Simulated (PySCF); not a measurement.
1-ethynylcyclopropane-1-carbaldehyde (C₆H₆O), SMILES C#CC1(C=O)CC1.

Geometry: ωB97X-D3(BJ)/def2-SVP. The values are those of a single conformer.

Two levels are set side by side: PBE/def2-TZVP (PySCF) and r2SCAN/def2-TZVP (PySCF). Same geometry, gas phase. Differences are taken from unrounded values.

```json
[
 {"quantity": "orbital gap (eV)", "PBE": "3.92"},
 {"quantity": "highest occupied level (eV)", "PBE": "-6.11"},
 {"quantity": "lowest empty level (eV)", "PBE": "-2.19"},
 {"quantity": "dipole moment (D)", "PBE": "2.07"},
 {"quantity": "mean polarisability (bohr³)", "PBE": "71.2"}
]
```

Q: These are the PBE values. What does r2SCAN give? (The exact figures need the calculation; the answer reports its results.)

A: 
| quantity | r2SCAN | PBE minus r2SCAN |
|---|---|---|
| orbital gap (eV) | 4.42 | -0.50 |
| highest occupied level (eV) | -6.39 | 0.28 |
| lowest empty level (eV) | -1.96 | -0.22 |
| dipole moment (D) | 2.16 | -0.09 |
| mean polarisability (bohr³) | 69.8 | 1.4 |

Rough cost on one machine, each run with all the roots and properties that it gave: r2SCAN against PBE about 4 times.
